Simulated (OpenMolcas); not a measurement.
**Ti3+: moving or changing the point charges**

Ti3+ among 6 point charges of -2.2 e arranged as an octahedron (Oh), 1.71 Å from the ion.

- Program: OpenMolcas 26.06
- Method: CASSCF
- Basis: ANO-RCC-VDZP [5s4p2d1f]
- Scalar Hamiltonian: DKH2, point nucleus
- Active space: 1 electron in 5 orbitals (3d)
- State averaging: 2S+1 = 2 even, 5 roots
- Spin-orbit coupling: RASSI with atomic mean-field integrals over the reference wave functions

Runs around this geometry, states (labels of O, the rotations of Oh). Energies in cm-1 above the lowest state or level, χT in cm3 K/mol; under a threefold ground state the first gap can be a small split of the lowest multiplet, not the spin-orbit step; 10Dq is the gap between the two states.

```
R (Å)  q (e)  Ground state  First state of that spin   10Dq  First gap with spin-orbit (degeneracies)  χT at 300 K
 1.71  -1.43           2T2                  2E 11493  11493                              206.6 (4, 2)        0.469
 1.71   -2.2           2T2                  2E 19573  19573                              172.2 (4, 2)        0.491
 1.85   -2.2           2T2                  2E 12622  12622                              200.6 (4, 2)        0.472
```

Taking |10Dq| as R^-n, n = -ln(12622 / 19573) / ln(1.85 / 1.71) = 5.6 between the shortest and longest distance. The point-charge formula for a cubic d site gives n = 5.

Scaling the charges by -1.43 / -2.2 = 0.65 scales |10Dq| by 11493 / 19573 = 0.59; with fixed orbitals a first-order splitting would follow the charge.

An orbital triplet at a regular site is open to Jahn-Teller coupling, which can distort the site and quench the lowest spin-orbit gaps and is left out. Point charges carry no covalency, so the field is a model and not that of real ligands. No measured value stands beside these numbers.
